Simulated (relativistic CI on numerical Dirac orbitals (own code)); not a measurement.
Electric-dipole transitions in Ge13+

These numbers are calculated, not measured: Dirac-Coulomb-Breit CI, KLI orbitals optimised for each configuration, QED by a radiative potential, unscaled Slater integrals (own radial code, finite nucleus).

Configuration list (outside the closed core [Ne]): 3s2 3p6 3d, 3s2 3p5 3d2, 3s 3p6 3d2, 3s2 3p6 4s, 3s2 3p6 4p, 3s2 3p6 4d, 3s2 3p6 4f, 3s2 3p5 3d 4s, 3s2 3p5 3d 4p, 3s2 3p6 5s, 3s2 3p6 5p, 3s2 3p6 5d, 3s2 3p5 3d 4d, 3s 3p6 3d 4s, 3s2 3p6 5f, 3s2 3p6 5g, 3s2 3p6 6s, 3s2 3p5 3d 4f, 3s 3p6 3d 4p, 3s2 3p6 6p, 3s2 3p6 6d, 3s 3p6 4s2, 3p6 3d3, 3p5 3d4, 3p6 3d2 4s, 3p5 3d3 4s. Double excitations out of closed p, d and f shells are left out; levels of such configurations are missing from the list, as are those of other unlisted configurations, and high levels can miss mixing partners. These lack a partner that the ground configuration has and come out too high: 3s2 3p5 3d 4p, 3s2 3p5 3d 4d, 3s2 3p5 3d 4f.

```tsv
λ vac (nm)	Lower	Upper	A (s⁻¹)	E lower (eV)	E upper (eV)
4.1777	3s2 3p6 3d 2D_3/2 [1]	3s2 3p6 5f 2F°_5/2 [245]	6.45e+11	0.000	296.779
4.1901	3s2 3p6 3d 2D_5/2 [2]	3s2 3p6 5f 2F°_7/2 [246]	5.07e+11	0.941	296.842
5.2403	3s2 3p5 3d2 4D°_7/2 [6]	3s2 3p5 3d 4f 4F_9/2 [304]	4.66e+11	74.015	310.613
5.2508	3s2 3p5 3d2 4D°_5/2 [5]	3s2 3p5 3d 4f 4F_5/2 [297]	6.60e+11	73.122	309.249
5.2508	3s2 3p5 3d2 4D°_5/2 [5]	3s2 3p5 3d 4f 4F_7/2 [296]	4.18e+11	73.122	309.245
5.2643	3s2 3p5 3d2 4F°_7/2 [17]	3s2 3p5 3d 4f 4G_9/2 [341]	7.53e+11	80.457	315.977
5.2674	3s2 3p5 3d2 4F°_9/2 [16]	3s2 3p5 3d 4f 4G_11/2 [337]	1.40e+12	80.223	315.605
5.2687	3s2 3p5 3d2 4D°_1/2 [3]	3s2 3p5 3d 4f 4F_3/2 [286]	9.19e+11	72.149	307.472
5.2708	3s2 3p5 3d2 4D°_7/2 [6]	3s2 3p5 3d 4f 4F_7/2 [296]	4.60e+11	74.015	309.245
5.2755	3s2 3p5 3d2 4G°_7/2 [9]	3s2 3p5 3d 4f 4H_9/2 [320]	1.42e+12	77.161	312.181
5.2802	3s2 3p5 3d2 4G°_9/2 [8]	3s2 3p5 3d 4f 4H_11/2 [315]	1.37e+12	76.726	311.535
5.2835	3s2 3p5 3d2 4D°_3/2 [4]	3s2 3p5 3d 4f 4D_5/2 [284]	7.91e+11	72.512	307.173
5.2842	3s2 3p5 3d2 4G°_11/2 [7]	3s2 3p5 3d 4f 4H_13/2 [310]	1.59e+12	76.568	311.202
5.2842	3s2 3p5 3d2 2G°_7/2 [25]	3s2 3p5 3d 4f 2H_9/2 [377]	1.01e+12	85.307	319.939
5.2856	3s2 3p5 3d2 4G°_11/2 [7]	3s2 3p5 3d 4f 4G_11/2 [309]	5.27e+11	76.568	311.139
5.2899	3s2 3p5 3d2 4D°_7/2 [6]	3s2 3p5 3d 4f 4F_9/2 [291]	9.04e+11	74.015	308.395
5.3011	3s2 3p6 3d 2D_3/2 [1]	3s2 3p6 4f 2F°_5/2 [73]	1.33e+12	0.000	233.882
5.3043	3s2 3p5 3d2 4D°_5/2 [5]	3s2 3p5 3d 4f 4D_7/2 [281]	4.85e+11	73.122	306.864
5.3044	3s2 3p5 3d2 2G°_9/2 [30]	3s2 3p5 3d 4f 2H_11/2 [383]	1.57e+12	87.185	320.925
5.3164	3s2 3p5 3d2 2H°_9/2 [27]	3s2 3p5 3d 4f 2H_11/2 [372]	1.25e+12	86.053	319.264
5.3197	3s2 3p5 3d2 2H°_11/2 [23]	3s2 3p5 3d 4f 2I_13/2 [345]	1.26e+12	83.274	316.338
5.3211	3s2 3p6 3d 2D_5/2 [2]	3s2 3p6 4f 2F°_7/2 [74]	1.35e+12	0.941	233.947
5.3874	3s2 3p5 3d2 2H°_11/2 [23]	3s2 3p5 3d 4f 2I_13/2 [333]	7.48e+11	83.274	313.412
10.824	3s2 3p6 3d 2D_3/2 [1]	3s2 3p5 3d2 2D°_3/2 [47]	5.80e+11	0.000	114.542
10.915	3s2 3p6 3d 2D_5/2 [2]	3s2 3p5 3d2 2D°_5/2 [46]	6.06e+11	0.941	114.536
11.042	3s2 3p6 3d 2D_5/2 [2]	3s2 3p5 3d2 2P°_3/2 [45]	4.58e+11	0.941	113.230
11.078	3s2 3p6 3d 2D_3/2 [1]	3s2 3p5 3d2 2P°_1/2 [44]	5.03e+11	0.000	111.923
11.929	3s2 3p6 3d 2D_5/2 [2]	3s2 3p5 3d2 2F°_7/2 [43]	2.62e+11	0.941	104.872
12.129	3s2 3p6 3d 2D_3/2 [1]	3s2 3p5 3d2 2F°_5/2 [42]	2.46e+11	0.000	102.225
18.364	3s2 3p5 3d2 4G°_11/2 [7]	3s 3p6 3d2 4F_9/2 [51]	4.08e+10	76.568	144.082
```

Terms are leading LS components. Brackets give the number of a level in order of energy, since labels repeat. The list gives strong lines, with weight on those to low levels, without lines whose two gauges differ by over a factor of 2.5, among the lowest 400 of 841 levels, so that lines to higher ones, which can be the strongest, are missing. Levels whose partners in the same complex of configurations lie outside the list can be far off, and so can their lines. Rates are taken at the computed energies, electric ones in the length gauge.

At this charge energies of transitions that change n are usually good to better than 1 %, and those within a shell (Δn = 0) to a few per cent.

LS names give the leading component of a level, which can be under half, so a name can repeat, a term be missing and a line seem to break the LS rules.
